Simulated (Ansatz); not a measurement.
Geometry optimisation, RHF/def2-SVP in Ansatz 0.2.0.

Input file:

```yaml
crystal:
  periodic: [false, false, false]
  atoms:
    - { symbol: B, position_ang: [0.347794, 0.431708, -0.280575] }
    - { symbol: H, position_ang: [-0.681455, -0.12641, 1.817909] }
    - { symbol: F, position_ang: [1.337906, -0.386671, 0.030937] }
    - { symbol: H, position_ang: [-0.580907, 0.028381, -0.905501] }
    - { symbol: "N", position_ang: [0.444409, 1.832128, 0.130605] }
    - { symbol: H, position_ang: [1.26237, 2.114848, 0.632425] }
    - { symbol: C, position_ang: [-0.502024, 2.874623, -0.171659] }
    - { symbol: H, position_ang: [-1.302224, 2.476498, -0.794677] }
    - { symbol: H, position_ang: [-0.953592, 3.303506, 0.728174] }
    - { symbol: H, position_ang: [-0.036919, 3.688516, -0.732234] }
    - { symbol: H, position_ang: [-0.571758, 0.569673, 1.730996] }
basis:
  gaussian: { orbitals: def2-SVP }
hamiltonian:
  xc: hf
relax:
  f_tol: 0.03
  max_steps: 50
output:
  orbitals: {}
```

Launched with:

```bash
$ ansatz run input.yaml --threads 1 --pin off --max-ram 2048MiB --backend cpu --events-out ev --progress --plain --runs-dir out
```

**Question.** Where does it end, and by what steps?

**Answer.** The run converged. The force dipped under the threshold on the way, but the program's further checks kept it going. After 36 steps the energy has fallen by 0.430 eV; H2 moved furthest, 1.48 Å.

| step | energy less start (eV) | largest force component (eV/Å) | accepted |
| --- | --- | --- | --- |
| 0 | 0.0000 | 2.634 | yes |
| 2 | -0.3566 | 0.318 | yes |
| 4 | -0.4090 | 0.084 | yes |
| 6 | -0.4178 | 0.096 | yes |
| 8 | -0.4193 | 0.054 | yes |
| 10 | -0.4197 | 0.033 | yes |
| 12 | -0.4202 | 0.068 | yes |
| 14 | -0.4215 | 0.055 | yes |
| 16 | -0.4218 | 0.070 | yes |
| 18 | -0.4230 | 0.119 | yes |
| 20 | -0.4240 | 0.038 | yes |
| 22 | -0.4251 | 0.079 | yes |
| 24 | -0.4263 | 0.086 | yes |
| 26 | -0.4270 | 0.031 | no |
| 28 | -0.4276 | 0.090 | yes |
| 30 | -0.4286 | 0.035 | yes |
| 32 | -0.4291 | 0.058 | yes |
| 34 | -0.4290 | 0.074 | no |
| 36 | -0.4296 | 0.011 | yes |

```xyz
11
Properties=species:S:1:pos:R:3
B 0.630 0.597 -0.861
H -1.258 0.300 3.114
F 1.650 -0.229 -0.648
H -0.149 0.339 -1.735
N 0.501 1.728 -0.063
H 1.195 1.886 0.642
C -0.520 2.743 -0.160
H -1.226 2.478 -0.946
H -1.080 2.842 0.773
H -0.097 3.720 -0.406
H -0.882 0.402 2.476
```

Run time: 68 s on 1 thread of Intel(R) Xeon(R) CPU @ 2.60GHz (Ice Lake), with other jobs on the host, peak memory 0.18 GiB.
